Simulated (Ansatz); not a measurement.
Harmonic frequencies (cm⁻¹) at PBE0-D4/def2-TZVP from Ansatz: 97, 125, 160, 168, 209, 216, 401, 460, 466, 724, 771, 2702.

Each molecule was computed in one conformer, which needn't be the lowest.

Task: Which molecule is it?
A. `[SH][GeH]([SH])[SH]`
B. `[Cl][Ge]([Cl])([Cl])[Cl]`
C. `[Cl][GeH2][SeH]`
D. `[F][Ge]([SH])([Cl])[Cl]`

Result: D.
